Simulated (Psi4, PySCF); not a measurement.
CH₇OPSi (SMILES CO[SiH2]P), singlet, geometry from GFN2-xTB, atoms displaced at random by about 0.03 Å a coordinate. Base run: TPSS/STO-3G, gradient run with PySCF.

The PySCF input:
```python
from pyscf import gto, scf, dft

mol = gto.M(
    atom='''
Si    0.209073    0.943492   -0.292162
P     1.472222   -0.816140    0.453145
O    -1.299959    0.392876   -0.668191
C    -2.043694   -0.546048    0.025543
H     0.566912    1.613135   -1.476189
H     0.126836    1.823993    0.908269
H     2.638885   -0.128365    0.614421
H     1.786553   -1.254581   -0.776450
H    -2.644520   -0.055453    0.793923
H    -2.729963   -0.919726   -0.754207
H    -1.498034   -1.334489    0.415180
''',
    basis='sto-3g',
    charge=0,
    spin=0,
    verbose=3,
)

mf = dft.RKS(mol)
mf.xc = 'tpss'
mf.kernel()
g = mf.nuc_grad_method()
grad = g.kernel()
```

Programs used: Psi4, PySCF; a row that names a program was run with it.

The coordinate followed is x of atom 4.

Variants of this job, named by their change:

```json
[
 {"change": "base", "dE/dx (Eh/bohr)": "0.044186", "net force (Eh/bohr)": "0.000091"},
 {"change": "conv_tol = 1e-11", "dE/dx (Eh/bohr)": "0.044186", "net force (Eh/bohr)": "0.000091"},
 {"change": "grid_response = on", "dE/dx (Eh/bohr)": "0.044184", "net force (Eh/bohr)": "0.000000"},
 {"change": "finite difference step (bohr) = 1e-3; conv_tol = 1e-11", "dE/dx (Eh/bohr)": "0.044183", "net force (Eh/bohr)": "-"},
 {"change": "conv_tol = 1e-4", "dE/dx (Eh/bohr)": "0.044266", "net force (Eh/bohr)": "0.000091"},
 {"change": "grids.level = 5; grid_response = off", "dE/dx (Eh/bohr)": "0.044197", "net force (Eh/bohr)": "0.000012"},
 {"change": "code = psi4", "dE/dx (Eh/bohr)": "0.044190", "net force (Eh/bohr)": "0.000188"},
 {"change": "density fitting = on", "dE/dx (Eh/bohr)": "0.044173", "net force (Eh/bohr)": "0.000091"},
 {"change": "finite difference step (bohr) = 1e-5; conv_tol = 1e-11", "dE/dx (Eh/bohr)": "0.044184", "net force (Eh/bohr)": "-"},
 {"change": "conv_tol = 1e-6", "dE/dx (Eh/bohr)": "0.044207", "net force (Eh/bohr)": "0.000091"},
 {"change": "grids.level = 0; grid_response = off", "dE/dx (Eh/bohr)": "…", "net force (Eh/bohr)": "0.018132"},
 {"change": "grids.level = 5; grid_response = on", "dE/dx (Eh/bohr)": "0.044197", "net force (Eh/bohr)": "0.000000"}
]
```

Problem. Fill in the missing entries.

Solution. 
- grids.level = 0; grid_response = off, dE/dx (Eh/bohr): 0.045994

The net force is zero for an exact gradient.
